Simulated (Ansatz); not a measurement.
```yaml
crystal:
  periodic: [false, false, false]
  atoms:
    - {symbol: Zr, position_ang: [-1.003763, 0.706170, -0.039774]}
    - {symbol: Zr, position_ang: [0.754550, -1.011103, -0.159927]}
    - {symbol: O, position_ang: [-0.221043, -0.277921, 1.188051]}
    - {symbol: O, position_ang: [0.470256, 0.582854, -0.988351]}
basis:
  gaussian: {orbitals: def2-mTZVPP}
total_charge: 1
magnetization: {spin_polarized: true, initial_magnetization: 1}
hamiltonian: {xc: {name: PBE}, dispersion: d4}
output: {forces: true}
```

```sh
$ ansatz run in.yaml --threads 2 --pin off --events-out ev --progress --plain --max-ram 4352MiB
```

It prints (some lines left out):

```
Functional definition: PBE
944 factors; their error is unknown
mean field evaluation 1: about -6595.8213 eV, gradient 1.2e2 eV
mean field evaluation 2: about -6117.7513 eV, gradient 2.6e2 eV
mean field evaluation 4: about -6570.6435 eV, gradient 1.3e2 eV
mean field evaluation 8: about -6647.3627 eV, gradient 3.3e0 eV
mean field evaluation 16: about -6647.4092 eV, gradient 1.4e-2 eV
mean field evaluation 32: about -6646.0552 eV, gradient 5.0e0 eV
mean field evaluation 64: about -6646.9645 eV, gradient 8.9e-1 eV
mean field -6647.40922308 eV, -244.2877831724 hartree, gradient 2.2e-5 eV, S^2 0.765340; 10 other end points of the search recorded, 0 dependent functions left out
reference -6647.40928079 eV, -244.2877852932 hartree; 20, 19 occupied and 94, 95 virtual orbitals, 944 factors
Total energy: -6647.55080367 eV, -244.2929861631 hartree
Atom 0 at    -1.003763     0.706170    -0.039774 Å, force   -10.289540     5.406031    -1.126727 eV/Å
Atom 1 at     0.754550    -1.011103    -0.159927 Å, force     4.703192    -8.037734    -1.690546 eV/Å
Atom 2 at    -0.221043    -0.277921     1.188051 Å, force     0.516114    -1.510007     8.565204 eV/Å
Atom 3 at     0.470256     0.582854    -0.988351 Å, force     5.070234     4.141710    -5.747930 eV/Å
Dipole moment:    -0.134961    -0.061964    -0.067331 e Å
```

Hardware: 2 threads of Arm Neoverse V1 on a shared host. Wall time 13 s.

In the def2 sets Zr takes a core potential; there is no spin–orbit coupling.

The dipole of an ion depends on the origin.
